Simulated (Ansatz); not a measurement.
The same molecule with X = C, Si, Ge. Ansatz, PBE0-D4/def2-TZVP geometries, multiplicity 1.

Elements past krypton have def2 core potentials. Scalar relativity is left out up to krypton.

| X | molecule | mean X–F bond length / Å | mean X–H bond length / Å | mean X–In bond length / Å | ideal-gas entropy at 298 K and 1 bar (rigid rotor, harmonic PBE0-D4/def2-TZVP) / J/(mol·K) | HOMO–LUMO gap (PBE/def2-TZVPP) / eV | zero-point energy (PBE0-D4/def2-TZVP) / kJ/mol |
| --- | --- | --- | --- | --- | --- | --- | --- |
| C | `F[CH2][InH2]` | 1.391 | 1.095 | 2.180 | 314 | 3.55 | 105.3 |
| Si | `F[SiH2][InH2]` | 1.612 | 1.490 | 2.582 | 336 | 3.34 | 81.9 |

**Question.** Give the row for X = Ge, `[F][GeH2][InH2]`. (Estimate.)

**Answer.** Computed: 
```csv
X,molecule,mean X–F bond length / Å,mean X–H bond length / Å,mean X–In bond length / Å,"ideal-gas entropy at 298 K and 1 bar (rigid rotor, harmonic PBE0-D4/def2-TZVP) / J/(mol·K)",HOMO–LUMO gap (PBE/def2-TZVPP) / eV,zero-point energy (PBE0-D4/def2-TZVP) / kJ/mol
Ge,`[F][GeH2][InH2]`,1.757,1.545,2.616,350,3.34,77.5
```

From C to Ge the mean X–F bond length rises at each step, by 0.366 Å in all; the mean X–H bond length rises at each step, by 0.450 Å in all; the mean X–In bond length rises at each step, by 0.436 Å in all; the ideal-gas entropy at 298 K and 1 bar (rigid rotor, harmonic PBE0-D4/def2-TZVP) rises at each step, by 36 J/(mol·K) in all; the HOMO–LUMO gap (PBE/def2-TZVPP) isn't monotonic: highest at C, lowest at Si; the zero-point energy (PBE0-D4/def2-TZVP) falls at each step, by 27.8 kJ/mol in all. Bonds lengthen as the atom grows down the group.
